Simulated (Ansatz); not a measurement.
`BC(Cl)BO`, relaxed with RKS PBE0-D4/def2-TZVP in the Gaussian-basis code of Ansatz from a PBE-D4/def2-SVP geometry. The force threshold is 0.005 eV/Å; the program also tests the step.

Charge 0, multiplicity 1.

Start:

```xyz
10

B    -1.234    0.031    0.938
C    -0.346    0.470   -0.247
Cl   -0.897   -0.063   -1.904
B     1.144   -0.062    0.036
O     1.755   -0.879   -0.841
H    -1.032    0.550    2.020
H    -2.065   -0.848    0.828
H    -0.225    1.578   -0.260
H     1.749    0.274    1.035
H     1.151   -1.051   -1.605
```

How much energy does the relaxation release, and in how many steps? (Best estimate.)

Computed: 4.78 kJ/mol, in 11 steps, 1 of them rejected.

Which bonds change most? (Estimate.)

The calculation gave: C2–Cl3 from 1.826 to 1.796 Å; B1–H7 from 1.214 to 1.192 Å; B1–H6 from 1.217 to 1.196 Å; B4–H9 from 1.215 to 1.195 Å.

Give the relaxed structure. (An estimate is asked.)

Ansatz gave: 
```xyz
10

B    -1.249    0.033    0.946
C    -0.340    0.423   -0.236
Cl   -0.920   -0.080   -1.860
B     1.153   -0.061    0.021
O     1.792   -0.847   -0.853
H    -0.993    0.504    2.014
H    -2.155   -0.732    0.822
H    -0.249    1.520   -0.241
H     1.728    0.291    1.008
H     1.234   -1.051   -1.619
```
